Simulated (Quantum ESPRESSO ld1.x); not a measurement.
Task: These are the eigenvalues of the occupied orbitals of an atom or ion with whole-number occupations (hartree). All-electron calculation, Dirac Kohn-Sham, relativistic LDA (MacDonald-Vosko exchange, VWN5 correlation), spin-unpolarised, spherical densities, point nucleus. Program: ld1.x of Quantum ESPRESSO 7.5.

orbital  eigenvalue
1s1/2      -1577.12
2s1/2      -295.601
2p1/2      -282.739
2p3/2      -265.074
3s1/2      -98.4426
3p1/2      -93.0772
3p3/2      -89.2831
3d3/2      -80.1979
3d5/2      -79.3456

Which element is it, and in what charge state? The configuration may be excited. Open shells, if any, are shared by 2j + 1.

Result: Z = 59, praseodymium, charge +33: Pr33+ in [Ar] 3d8. The list shows which subshells hold electrons but not how many an open one holds; the 1s level, -1577.1 hartree, gives Z - s = 56.2 by -(Z - s)^2/2, which with screening and relativity narrows Z to a few neighbours, and the depths of the outer levels then fix element, charge and occupations together.
